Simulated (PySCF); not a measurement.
Cl2FHOSn, SMILES [F][Sn]([Cl])([OH])[Cl]. Heavy atoms are numbered as in [OH:1][Sn:2]([F:3])([Cl:4])[Cl:5]. Hydrogens are named by the atom that carries them.

Coordinates come from a B3LYP-D3(BJ)/def2-SVP optimisation. The def2 effective core potentials stand for the cores of Sn; spin–orbit coupling is left out. One conformer was computed; it need not be the lowest.

Computed with B3LYP/def2-TZVP in PySCF.

ESP charges are fitted to the potential on shells at 1.4 to 2.0 van der Waals radii. Atomic charges (e), one atom of each kind:

```csv
atom,ESP fit,Mulliken,Löwdin
O1 (OH),-0.57,[?],-0.31
Sn2,0.67,[?],0.20
F3,-0.30,[?],-0.25
Cl4,-0.11,-0.29,0.09
H on O1,0.42,0.33,0.18
```

Question: What belongs in the gaps? (An estimate is asked for; the answer gives what the named calculation found.)

Answer: 
- O1 (OH), Mulliken: -0.62
- Sn2, Mulliken: 1.34
- F3, Mulliken: -0.46
